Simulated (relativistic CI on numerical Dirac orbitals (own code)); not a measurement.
## d4 in a ligand field

Computed with a parametric ligand-field model of a d^n configuration (Racah B and C, spin-orbit zeta, crystal field), exact diagonalisation.

Field parameters in Wybourne normalisation: Td as Oh with Dq negative (B⁴₀ = 21Dq, B⁴₄ = √(5/14) B⁴₀). The field is a parameter set, without covalency.

B = 570 cm⁻¹, C = 2390 cm⁻¹ (C/B = 4.19), Td, no spin-orbit coupling. Tanabe-Sugano data, E/B above the lowest term (Δ = |10Dq|; b, c mark the second and third term of a kind):

```csv
Δ/B,5T2,5E,3T1,3T2,3T1(b),1A1,1T1
1.0,0.00,1.00,20.52,20.83,21.47,30.31,30.73
1.9,0.00,1.89,20.10,20.77,21.72,29.06,30.11
2.8,0.00,2.81,19.53,20.63,21.79,27.62,29.38
3.7,0.00,3.70,18.88,20.42,21.81,26.12,28.62
4.6,0.00,4.60,18.17,20.14,21.81,24.57,27.84
5.5,0.00,5.51,17.42,19.79,21.82,22.96,27.03
6.4,0.00,6.40,16.66,19.40,21.82,21.35,26.21
7.3,0.00,7.30,15.88,18.95,21.82,19.72,25.40
8.2,0.00,8.19,15.09,18.47,21.83,18.08,24.57
9.1,0.00,9.11,14.27,17.93,21.83,16.39,23.72
10.0,0.00,10.00,13.46,17.37,21.84,14.72,22.88
10.9,0.00,10.89,12.65,16.78,21.84,13.05,22.04
11.8,0.00,11.81,11.81,16.15,21.84,11.33,21.18
12.7,0.00,12.70,10.99,15.51,21.85,9.64,20.33
13.6,0.00,13.60,10.16,14.86,21.85,7.95,19.48
14.5,0.00,14.49,9.32,14.18,21.85,6.24,18.62
15.4,0.00,15.40,8.47,13.48,21.86,4.50,17.75
16.3,0.00,16.30,7.63,12.77,21.86,2.79,16.89
17.2,0.00,17.19,6.78,12.05,21.86,1.07,16.02
18.1,0.68,18.78,6.60,11.98,22.54,0.00,15.82
19.0,2.40,21.40,7.47,12.97,24.27,0.00,16.68
19.9,4.13,24.02,8.35,13.94,26.00,0.00,17.54
20.8,5.89,26.70,9.24,14.93,27.76,0.00,18.42
21.7,7.62,29.32,10.12,15.90,29.50,0.00,19.28
```

The ground term changes from 5T2 to 1A1 between Δ/B = 17.2 and 18.1.
